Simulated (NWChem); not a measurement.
System meant: SrCl₂ cation, doublet; SMILES of the neutral closed-shell parent [Cl][Sr][Cl]

Input file for NWChem:

```
start job
memory heap 200 mb stack 900 mb global 1100 mb
charge 1
geometry units angstroms noautoz
  Sr     0.000000     0.000000    -1.103893
  Cl     0.000000     1.380771     1.188690
  Cl     0.000000    -1.380771     1.188690
end
basis spherical
  * library def2-svp
end
dft
  odft
  mult 2
  xc b3lyp
  iterations 150
  mulliken
end
task dft energy
```

End of the output:

```
             Grid Information
             ----------------
          Grid used for XC integration:  medium
          Radial quadrature: Mura-Knowles
          Angular quadrature: Lebedev.
          Tag              B.-S. Rad. Rad. Pts. Rad. Cut. Ang. Pts.
          ---              ---------- --------- --------- ---------
          Sr                  2.00      123          10.0       590
          Cl                  1.00       88          10.0       590
          Grid pruning is: on
          Number of quadrature shells:   211
          Spatial weights used:  Erf1

          Convergence Information
          -----------------------
          Convergence aids based upon iterative change in
          total energy or number of iterations.
          Levelshifting, if invoked, occurs when the
          HOMO/LUMO gap drops below (HL_TOL):  1.00D-02
          DIIS, if invoked, will attempt to extrapolate
          using up to (NFOCK): 10 stored Fock matrices.

                    Damping( 0%)  Levelshifting(0.5)       DIIS
                  --------------- ------------------- ---------------
          dE  on:    start            ASAP                start
          dE off:    2 iters        150 iters           150 iters

      Screening Tolerance Information
      -------------------------------
          Density screening/tol_rho:  1.00D-10
          AO Gaussian exp screening on grid/accAOfunc:  14
          CD Gaussian exp screening on grid/accCDfunc:  20
          XC Gaussian exp screening on grid/accXCfunc:  20
          Schwarz screening/accCoul:  1.00D-08

      Superposition of Atomic Density Guess
      -------------------------------------

      charge =      38.0 Sr (Strontium)

      symmetry species            s     p     d     f
      number of basis functions = 6     6     5
      number of cont. functions = 4     3     2
      number of closed shells   = 5     3     1
      number of open shells     = 0     0     0
      open shell occupation     = 0     0     0
 ------------------------------------------------------------------------
 atomscf:atomd: error in atom scf                   0
 ------------------------------------------------------------------------
 ------------------------------------------------------------------------
  current input line :
    19: task dft energy
 ------------------------------------------------------------------------
 ------------------------------------------------------------------------
 This error has not yet been assigned to a category
 ------------------------------------------------------------------------
 For more information see the NWChem manual at https://nwchemgit.github.io

0:atomscf:atomd: error in atom scf:Received an Error in Communication
```

Problem. Can this run be used? If not, why, and what is the fix?

Solution. The run crashed. Cause: the def2 basis of a heavy element holds valence functions alone and wants its effective core potential (without it all electrons must fit into that basis). This input runs:
```
start job
memory heap 200 mb stack 900 mb global 1100 mb
charge 1
geometry units angstroms noautoz
  Sr     0.000000     0.000000    -1.103893
  Cl     0.000000     1.380771     1.188690
  Cl     0.000000    -1.380771     1.188690
end
basis spherical
  * library def2-svp
end
ecp
  Sr library def2-ecp
end
dft
  odft
  mult 2
  xc b3lyp
  iterations 150
  mulliken
end
task dft energy
```
It converges to -950.70177 Ha (B3LYP/def2-SVP with def2 effective core potentials on Sr, spin-unrestricted).
